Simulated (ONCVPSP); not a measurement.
# What the settings do to the ONCV potential of Pr (Z = 59)

Base potential:

```json
{
 "Element": "praseodymium (Pr)",
 "Generator": "ONCVPSP 4.0.1",
 "Type": "optimised norm-conserving Vanderbilt (ONCV)",
 "Functional": "PBE",
 "Relativity": "scalar-relativistic",
 "Frozen core": "[Kr] 4d10",
 "Valence charge": "13",
 "Reference configuration": "4f3 5s2 5p6 6s2",
 "Partial waves": "5s+6s: rc 2.00 bohr, ncon 4, nbas 8, qcut 5.9 1/bohr, 3 projectors, debl 0.5 Ha; 5p: rc 2.00 bohr, ncon 5, nbas 8, qcut 4.7 1/bohr, 2 projectors, debl 1.7 Ha; d scattering state at 0.06 Ha: rc 1.55 bohr, ncon 4, nbas 8, qcut 6.1 1/bohr, 2 projectors, debl 2.2 Ha; 4f: rc 1.45 bohr, ncon 5, nbas 9, qcut 11.1 1/bohr, 3 projectors, debl 1.2 Ha",
 "Local potential": "polynomial inside 0.90 bohr (lpopt 5, dvloc0 -1 Ha)",
 "Core correction": "Teter function, fcfact 3, rcfact 1.05"
}
```

In the d channel the program set the typed energies aside and used 0.050, 2.250 Ha.

Cutoffs, loose and tight: the cutoffs (Ha) at which the residual kinetic energy of the hardest occupied pseudo-wave falls to 1 and 0.1 mHa per electron. They do not see the model core or the augmentation charge, which bear on the density cutoff. Test errors are all-electron minus pseudo excitation energies from the reference, over the configurations 4f3 5s2 5p6 6s1; 4f3 5s2 5p6 6s0; 4f2 5s2 5p6 6s0; 4f3 5s2 5p6 6s0 6p2. A dash means not determined; rows that change the core or the reference have their own tests.

A true bound ghost makes a file unfit for plane-wave use even where its test errors are small: the radial tests pick states by their node count and pass the ghost by.

```csv
change,outcome,"cutoff, loose","cutoff, tight",bound ghosts,GHOST(+) flags above zero,largest test error (meV)
base,"generated, projector energies reset by the program",59 Ha,173 Ha,"s, p, d, f","d, f",tests left out (the all-electron energies of this program are off by 10 to 40 meV for near-neutral 4f atoms)
"core correction Teter function, fcfact 3.1, rcfact 1.05","generated, projector energies reset by the program",59 Ha,173 Ha,"s, p, d, f","d, f",tests left out (the all-electron energies of this program are off by 10 to 40 meV for near-neutral 4f atoms)
f: nproj 1,"generated, projector energies reset by the program",59 Ha,173 Ha,"s, p, d",d,tests left out (the all-electron energies of this program are off by 10 to 40 meV for near-neutral 4f atoms)
```

What comes out with this change to the base: s: qcut 9?

outcome: failed: ERROR pspot: first pseudo wave function has node, program will stop. Cause: the optimised pseudo-wave of the first projector has a node, so the radial equation cannot be inverted for a potential.
